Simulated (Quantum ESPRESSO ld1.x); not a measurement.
Input (ld1.x (Quantum ESPRESSO 7.5)):

```
 &input
    atom='Cs',
    iswitch=1,
    rel=1,
    dft='BLYP',
    config='[Kr] 4d7 5s0 5p0',
    prefix='ld1',
    max_out_wfc=37,
    file_charge='ld1.rho',
 /
```

Command: `OMP_NUM_THREADS=1 ld1.x < ld1.in > ld1.out`

Output:

```
     Program LD1 v.7.5 starts

     --------------------------- All-electron run ----------------------------

     scalar relativistic calculation

     atomic number is 55.00
     dft =BLYP   lsd =0 sic =0 latt =0  beta=0.20 tr2=1.0E-14
     Exchange-correlation= BLYP
                           (   1   3   1   3   0   0   0)
     mesh =2077 r(mesh) =  99.55068 a.u. xmin = -8.00 dx = 0.00800
     1 Ry =  13.60569312 eV, c = 137.03599908

     n l     nl                  e(Ry)          e(Ha)          e(eV)
     1 0     1S 1( 2.00)     -2648.6043     -1324.3021    -36036.0970
     2 0     2S 1( 2.00)      -429.6626      -214.8313     -5845.8571
     2 1     2P 1( 6.00)      -387.2055      -193.6028     -5268.1998
     3 0     3S 1( 2.00)      -102.2447       -51.1223     -1391.1095
     3 1     3P 1( 6.00)       -88.5815       -44.2907     -1205.2121
     4 0     4S 1( 2.00)       -31.6171       -15.8085      -430.1721
     4 1     4P 1( 6.00)       -27.1041       -13.5521      -368.7707
     3 2     3D 1(10.00)       -68.5714       -34.2857      -932.9608
     4 2     4D 1( 7.00)       -20.4611       -10.2305      -278.3873
     5 0     5S 1( 0.00)       -14.1212        -7.0606      -192.1282
     5 1     5P 1( 0.00)       -12.5560        -6.2780      -170.8334

     final scf error:  4.0E-16 reached in  26 iterations

     Etot =  -15482.364103 Ry,   -7741.182051 Ha, -210648.294803 eV

     Ekin =   16318.625315 Ry,    8159.312657 Ha,  222026.208223 eV
     Encl =  -36754.653301 Ry,  -18377.326650 Ha, -500072.533649 eV
     Eh   =    5323.536909 Ry,    2661.768454 Ha,   72430.409508 eV
     Exc  =    -369.873026 Ry,    -184.936513 Ha,   -5032.378885 eV

     normalization and overlap integrals

     s(1S/1S) =  1.000000  <r> =   0.0261  <r2> =    0.0009  r(max) =   0.0168
     s(1S/2S) = -0.016329
     s(1S/3S) = -0.006949
     s(1S/4S) = -0.003329
     s(1S/5S) = -0.001754
     s(2S/2S) =  1.000000  <r> =   0.1121  <r2> =    0.0148  r(max) =   0.0952
     s(2S/3S) = -0.004301
     s(2S/4S) = -0.001978
     s(2S/5S) = -0.001033
     s(2P/2P) =  1.000000  <r> =   0.0982  <r2> =    0.0118  r(max) =   0.0761
     s(2P/3P) = -0.003500
     s(2P/4P) = -0.001534
     s(2P/5P) = -0.000796
     s(3S/3S) =  1.000000  <r> =   0.2985  <r2> =    0.1018  r(max) =   0.2716
     s(3S/4S) = -0.001354
     s(3S/5S) = -0.000684
     s(3P/3P) =  1.000000  <r> =   0.2964  <r2> =    0.1018  r(max) =   0.2673
     s(3P/4P) = -0.001166
     s(3P/5P) = -0.000584
     s(4S/4S) =  1.000000  <r> =   0.6769  <r2> =    0.5156  r(max) =   0.6342
     s(4S/5S) = -0.000456
     s(4P/4P) =  1.000000  <r> =   0.7118  <r2> =    0.5737  r(max) =   0.6601
     s(4P/5P) = -0.000394
     s(3D/3D) =  1.000000  <r> =   0.2726  <r2> =    0.0877  r(max) =   0.2206
     s(3D/4D) = -0.000845
     s(4D/4D) =  1.000000  <r> =   0.7694  <r2> =    0.6795  r(max) =   0.6926
     s(5S/5S) =  1.000000  <r> =   1.3672  <r2> =    2.0785  r(max) =   1.3240
     s(5P/5P) =  1.000000  <r> =   1.4638  <r2> =    2.3874  r(max) =   1.4229

     ------------------------ End of All-electron run ------------------------
```

Run on one thread of a shared host, so times are rough (Intel(R) Xeon(R) Processor @ 2.60GHz): 0.67 s of CPU time, 1.2 s wall, 26 iterations on 2077 mesh points.
